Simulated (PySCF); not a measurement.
```xyz
3
charge 0 multiplicity 7, angstrom
Se    0.0000   -0.9659    0.0000
Ti    0.0000    0.8018    1.7060
Ti    0.0000    0.8018   -1.7060
```

Level of theory: PySCF, UB3LYP, basis Se def2-SVP, Ti def2-SVP (no relativity, density fitting).

This geometry of Ti2Se is a stationary point at this level.

(1) What is the point group?

(2) Is it a minimum?

(3) Give the atomic charges and bond orders.

(4) What is the atomisation energy, with and without zero-point energy?

Answers

(1) C2v.

(2) Yes: all harmonic wavenumbers are real.

(3) 
```csv
atom,Mulliken,Löwdin,polar tensor,spin (Mulliken),Mayer order to Se1
Se1,-0.50,-0.21,-0.62,-0.13,–
"Ti2,3",0.25,0.10,0.31,3.06,1.12
```

(4) 549 kJ/mol without, 545 kJ/mol with.

Other isomers or separated fragments may lie lower. Other spin states or occupations of the open shell can lie lower. At this level a quintet minimum of C2v symmetry lies 55 kJ/mol below this structure.
